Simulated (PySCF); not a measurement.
Diatomic cations of Ge with the fifth-period p block

PBE0 with double-zeta basis sets in PySCF, for the lowest determinant that a PBE0 search found; no spin–orbit coupling. De refers to high-spin ground-configuration atoms (the charge goes to the atom of lower measured ionisation energy or higher electron affinity, which is not always the lowest computed limit). A positive dipole points towards Ge; it is taken about the centre of mass and depends on that origin.

```
 M       basis  charged atom  state (unpaired electrons)  Re (Å)  ωe (cm⁻¹)  De (eV)  μ (D)
In  cc-pVDZ-PP           In+          triplet (σ ↑, π ↑)   3.117       94.6     0.83  -0.57
Sn  cc-pVDZ-PP           Sn+         quartet (σ ↑, π ↑↑)   2.606        214     2.71   0.09
Sb    def2-SVP           Ge+              triplet (π ↑↑)   2.600        241     2.73   1.68
Te    def2-SVP           Ge+               doublet (π ↑)   2.494        272     3.34   2.73
 I    def2-SVP           Ge+      singlet (closed shell)   2.406        307     3.89   3.65
```

The shortest bond is that of GeI⁺ (2.406 Å), the longest that of InGe⁺ (3.117 Å). GeI⁺ is bound most strongly (3.89 eV) and InGe⁺ least (0.83 eV).

The rows differ in basis set, which adds steps of its own.

The state changes along the series, so neighbouring rows are not always alike in their bonding.

These are scalar-relativistic numbers at best; spin–orbit coupling would shift them, the dissociation energy most. For an ion De counts to the pair picked by the measured ionisation energies or electron affinities, which need not be the lowest pair at this level. States were picked by a PBE0 search and need not be the measured ground states.
